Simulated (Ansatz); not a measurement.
`[NH2][Sc]([O][SiH3])[O][SiH3]` + `OB(O)Cl` → `OB(Cl)O[SiH3]` + `[NH2][Sc]([OH])[O][SiH3]`  (ligand exchange at the Si–O bond)

Program: Ansatz. Geometries: PBE0-D4/def2-TZVP. ΔE: electronic, gas phase. CCSD(T)/CBS adds triple-zeta CCSD(T) − MP2 to the extrapolated MP2 energy (def2 sets, frozen cores). Functionals use def2-TZVPP. For Sc outer-core shells are correlated without core-valence functions, which leaves a few kJ/mol of doubt a bond. Scalar relativity is left out up to krypton. One conformer a species, not always the lowest.

`[NH2][Sc]([O][SiH3])[O][SiH3]`:

```xyz
14

N     1.170    1.347   -2.040
Sc    0.317    0.366   -0.553
O    -1.563    0.529   -0.342
Si   -3.164    0.608   -0.067
O     1.429   -0.680    0.574
Si    2.290   -1.614    1.591
H     2.157    1.350   -2.267
H     0.703    1.939   -2.715
H    -3.572   -0.369    0.982
H    -3.547    1.972    0.392
H    -3.924    0.301   -1.310
H     3.633   -1.020    1.839
H     1.594   -1.752    2.901
H     2.479   -2.975    1.015
```

`OB(O)Cl`:

Z-matrix (Å, degrees):
```
B
O 1 1.349
Cl 1 1.771 2 118.0
O 1 1.357 2 121.0 3 180.0
H 2 0.962 1 112.0 3 -180.0
H 4 0.960 1 113.5 2 -180.0
```

`OB(Cl)O[SiH3]`:

Z-matrix (Å, degrees):
```
Si
O 1 1.659
H 1 1.483 2 110.0
H 1 1.483 2 110.0 3 -121.4
H 1 1.480 2 106.2 3 119.3
B 2 1.343 1 131.7 3 61.2
Cl 6 1.775 2 119.1 1 180.0
O 6 1.356 2 120.7 1 -0.0
H 8 0.960 6 113.7 2 180.0
```

`[NH2][Sc]([OH])[O][SiH3]`:

```xyz
11

N    -0.139    0.665    2.435
Sc   -0.371   -0.529    0.873
O    -1.137   -2.202    1.197
O     0.201    0.129   -0.822
Si    0.659    0.620   -2.301
H     0.258    1.597    2.422
H    -0.394    0.457    3.391
H    -1.503   -3.080    1.157
H    -0.386    1.486   -2.917
H     0.886   -0.544   -3.204
H     1.926    1.402   -2.231
```

Q: Is it downhill or uphill in electronic energy at CCSD(T)/CBS, and by how much? (Estimate.)

A: The calculation gave: Uphill: ΔE = +5.8 kcal/mol.

Q: What do these levels give: BHLYP-D4, B2PLYP, CAM-B3LYP, HF/def2-SVP, HF/def2-QZVPP, HF/CBS(def2)? (Estimate.)

A: The calculation gave: BHLYP-D4 5.5, B2PLYP 5.6, CAM-B3LYP 5.2, HF/def2-SVP 8.3, HF/def2-QZVPP 6.4, HF/CBS(def2) 6.4 kcal/mol.

Largest T1 diagnostic among the species: 0.015.

At CCSD(T), def2-SVP lies +2.8 kcal/mol from the extrapolated value and def2-TZVPP +0.1 kcal/mol. Leaving LDA and LC-ωPBE aside and taking each functional with its dispersion term where it has one, the values, not all of them listed here, spread over 1.2 kcal/mol, from BLYP-D4 to B97M-V.
